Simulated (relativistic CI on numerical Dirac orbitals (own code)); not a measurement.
# Hyperfine structure of Sb VI, mass number 125

Method of calculation: Dirac-Coulomb-Breit CI, orbitals from a KLI potential per configuration, model QED, valence Slater integrals scaled by 0.85, P86 correlation energy added to each configuration (own radial code, finite nucleus).

Configuration list (outside the closed core [Ar] 3d10 4s2): 4p6 4d10, 4p6 4d9 5s, 4p6 4d9 4f, 4p6 4d9 5p, 4p6 4d9 5d, 4p6 4d9 6s, 4p6 4d9 6p, 4p6 4d9 6d, 4p6 4d9 5f, 4p6 4d9 5g, 4p6 4d9 6f, 4p5 4d10 4f. Double excitations out of closed p, d and f shells are left out; levels of such configurations are missing from the list, as are those of other unlisted configurations, and high levels can miss mixing partners.

Nuclear spin I = 7/2, μ = 2.63 μN (tables of Stone and Pyykkö). The electronic factors are computed for point nuclear moments, without core polarisation or the Bohr-Weisskopf and QED corrections.

```
           Level  E (cm⁻¹)  A (MHz)
 4p6 4d9 5s 3D_3    250655     4906
 4p6 4d9 5s 3D_2    253400    -2256
 4p6 4d9 5s 3D_1    260739    -3656
 4p6 4d9 5s 1D_2    263971     6936
4p6 4d9 5p 3P°_2    338026   -23.72
4p6 4d9 5p 3F°_3    341236     1762
4p6 4d9 5p 3P°_1    348340    732.8
4p6 4d9 5p 3F°_4    349198    902.6
```

Levels with J = 0, under 50 % of one LS term, or S terms without an open s electron are left out. Small factors come from cancelling terms and can be off by tens of per cent or more.

At this charge configurations can still be misplaced by up to about 7 % of their energy. Levels and lines within the n = 5 or 6 shells can be off by up to 10 % or somewhat more, and those that change n by about 2 %, since core polarisation is missing. 2 of the 2 excited levels that our extract of the measured tables holds in this range could be paired (the sources list more); they are missed by 7570 cm⁻¹ on average and 7611 at most, and levels without a partner can miss by more.

**Question.** Give the hyperfine levels of 4p6 4d9 5s 3D_3 relative to its centre of gravity.

**Answer.** With K = F(F + 1) − I(I + 1) − J(J + 1), E = AK/2: F = 1/2: -66230, F = 3/2: -58870, F = 5/2: -46600, F = 7/2: -29430, F = 9/2: -7358, F = 11/2: 19620, F = 13/2: 51510 MHz.

LS names give the leading component of a level, which can be under half, so a name can repeat, a term be missing and a line seem to break the LS rules.
